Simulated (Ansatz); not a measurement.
`[CH3][Cd][F]` + H₂S → `[F][Cd][SH]` + CH₄ at 600 K and 1 bar (ligand exchange at a Cd–C bond).

Isolated molecules relaxed with PBE0-D4/def2-TZVP in Ansatz; ΔE leaves out vibrations. CBS: MP2 limit from def2 TZ/QZ plus the TZ coupled-cluster correction, frozen cores. This one scheme is used for every species. Elements past krypton have def2 core potentials. For Cd outer-core shells are correlated without core-valence functions, which leaves a few kJ/mol of doubt a bond. One conformer a species, not always the lowest.

```
       species  CCSD(T)/CBS energy (Eh)  H − E (kJ/mol)  S (J/(mol·K))
`[CH3][Cd][F]`               -307.37791           136.6          342.4
           H₂S               -398.97279            60.8          230.9
 `[F][Cd][SH]`               -665.92675            63.3          352.0
           CH₄                -40.46206           140.4          215.7
```

H − E and S are ideal-gas, rigid-rotor, harmonic terms from PBE0-D4/def2-TZVP, for one conformer and one mirror image of each species. 1 Eh = 2625.50 kJ/mol, R = 8.31446 J/(mol·K).

By hand: ΔE, ΔH, ΔS and ΔG.

ΔE = (-665.92675) + (-40.46206) − (-307.37791) − (-398.97279) = -0.03811 Eh = -100.1 kJ/mol. Δ(H − E) = 63.3 + 140.4 − 136.6 − 60.8 = 6.3, so ΔH = -93.8 kJ/mol. ΔS = 352.0 + 215.7 − 342.4 − 230.9 = -5.6 J/(mol·K). ΔG = -93.8 − 600 × (-5.6)/1000 = -90.4 kJ/mol.

By hand: the equilibrium constant, and the temperature at which ΔG would vanish if ΔH and ΔS stayed fixed.

log₁₀ K = −ΔG/(RT ln 10) = 7.9. ΔG = 0 at ΔH/ΔS = 16750 K, far beyond where these terms or the molecules hold.

The number of gas molecules stays the same, so ΔS is small and ΔH decides. A doubt of 5 kJ/mol in ΔE shifts log₁₀ K by 0.4 here. Other conformers and mirror images would add mixing entropy, several J/(mol·K) or more a flexible species. These are equilibria of isolated gas molecules and say nothing of rates. Largest T1 diagnostic: 0.016 (customary marks: 0.02 for closed shells, 0.045 for open ones).
